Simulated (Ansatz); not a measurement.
Molecule: sum formula CuOClH₂, charge 0, multiplicity 1. SMILES: [Cu]([Cl])<-[OH2]
Geometry: optimised at B3LYP-D3(BJ)/def2-TZVP (Ansatz, a first-principles code).

Parts of the frozen-core correlation energy in def2-SVP (Ansatz, hartree). Frozen orbitals: 15; correlated occupied orbitals by spin: 13 and 13; virtual: 45 and 45. No spin-orbit coupling. Non-relativistic.

| term | value |
|---|---|
| reference (HF) | -2174.09551 |
| MP2 opposite-spin | ? |
| MP2 same-spin | ? |
| CCSD correlation | ? |
| (T) | -0.01875 |
| T1 diagnostic | 0.024 |
| largest doubles amplitude | 0.031 |

Problem. What belongs in the gaps?

Solution. 
- MP2 opposite-spin, value: -0.44283
- MP2 same-spin, value: -0.20632
- CCSD correlation, value: -0.63215
